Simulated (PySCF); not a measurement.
`[SiH3]Oc1ccc(S)cc1`: 4 charge schemes on one density

C6H8OSSi.
Z-matrix (Å and degrees, PBE0-D3(BJ)/def2-SVP geometry), rows numbered from 1:
```
Si
O   1  1.6777
C   2  1.3531  1  128.63
C   3  1.3975  2  117.97  1  -178.29
C   4  1.3895  3  120.53  2  -179.94
C   5  1.4005  4  120.72  3     0.01
S   6  1.7686  5  123.37  4   179.94
C   6  1.3987  5  118.61  4    -0.04
C   8  1.3919  6  120.73  5     0.02
H   1  1.4936  2  110.54  3    59.73
H   1  1.4935  2  110.70  3   -61.21
H   1  1.4851  2  105.07  3   179.27
H   4  1.0914  3  118.56  2     0.06
H   5  1.0928  4  119.13  3  -179.99
H   7  1.3484  6   96.60  5    -0.28
H   8  1.0928  6  119.98  5   179.99
H   9  1.0935  3  120.38  2    -0.01
```

Density: PBE0/pcSseg-1 (PySCF); schemes: Mulliken, IAO, Hirshfeld and ESP-fitted. The structure is a single PBE0-D3(BJ)/def2-SVP conformer in the gas phase; no vibrational or solvent corrections.

Problem. What partial charge does each atom carry?

Solution. In e:

| atom | environment | Mulliken | IAO | Hirshfeld | ESP-fitted |
| --- | --- | --- | --- | --- | --- |
| Si1 | oxygen-bound silicon | +0.657 | +0.829 | +0.391 | +0.556 |
| O2 | silyl ether oxygen | -0.641 | -0.577 | -0.199 | -0.502 |
| C3 | aromatic carbon bearing oxygen | +0.309 | +0.201 | +0.072 | +0.739 |
| C4 | aromatic CH carbon | -0.109 | -0.173 | -0.064 | -0.544 |
| C5 | aromatic CH carbon | +0.003 | -0.159 | -0.059 | +0.117 |
| C6 | substituted aromatic carbon | -0.353 | -0.114 | -0.027 | -0.329 |
| S7 | thiol sulfur | +0.018 | +0.011 | -0.033 | -0.222 |
| C8 | aromatic CH carbon | +0.011 | -0.152 | -0.059 | +0.169 |
| C9 | aromatic CH carbon | -0.183 | -0.199 | -0.069 | -0.624 |
| H10 | Si–H hydrogen | -0.093 | -0.135 | -0.075 | -0.106 |
| H11 | Si–H hydrogen | -0.093 | -0.136 | -0.075 | -0.106 |
| H12 | Si–H hydrogen | -0.083 | -0.110 | -0.065 | -0.078 |
| H13 | aromatic hydrogen | +0.106 | +0.164 | +0.054 | +0.216 |
| H14 | aromatic hydrogen | +0.092 | +0.149 | +0.049 | +0.117 |
| H15 | S–H hydrogen | +0.138 | +0.095 | +0.061 | +0.224 |
| H16 | aromatic hydrogen | +0.094 | +0.156 | +0.051 | +0.162 |
| H17 | aromatic hydrogen | +0.127 | +0.149 | +0.048 | +0.212 |

Mean size of the charges over all atoms: ESP-fitted 0.295 e, IAO 0.206 e, Mulliken 0.183 e, Hirshfeld 0.085 e. Each set sums to the total charge, 0, to within 0.001 e. The ESP scheme is a least-squares fit of atom-centred charges to the potential on four shells outside the van der Waals surface, with the total charge fixed. The Mulliken scheme counts on each atom the diagonal of the density matrix times the overlap matrix over that atom's basis functions.

Lowest charge. The schemes don't all agree: Mulliken O2 (-0.641); IAO O2 (-0.577); Hirshfeld O2 (-0.199); ESP-fitted C9 (-0.624).

Highest charge. The schemes don't all agree: Mulliken Si1 (+0.657); IAO Si1 (+0.829); Hirshfeld Si1 (+0.391); ESP-fitted C3 (+0.739).

Problem. How many electrons does the ESP-fitted scheme count on C4?

Solution. Z − q = 6 − (-0.544) = 6.544.

Problem. How closely do the schemes follow one another over all atoms?

Solution. Correlation coefficient and root-mean-square difference: IAO with Hirshfeld 0.98, 0.165 e; Mulliken with IAO 0.93, 0.102 e; Mulliken with Hirshfeld 0.89, 0.167 e; Mulliken with ESP-fitted 0.82, 0.207 e; IAO with ESP-fitted 0.74, 0.242 e; Hirshfeld with ESP-fitted 0.71, 0.288 e.

Problem. Sum the charges by element, for elements with more than one atom.

Solution. 
| element | atoms | Mulliken | IAO | Hirshfeld | ESP-fitted |
| --- | --- | --- | --- | --- | --- |
| C | 6 | -0.323 | -0.596 | -0.205 | -0.474 |
| H | 8 | +0.289 | +0.333 | +0.047 | +0.641 |

The run behind these numbers computed NMR shieldings as well. On one thread of an Intel Xeon at 2.70 GHz, no GPU, shared host, this took 74 s and 0.97 GiB of memory at its peak.
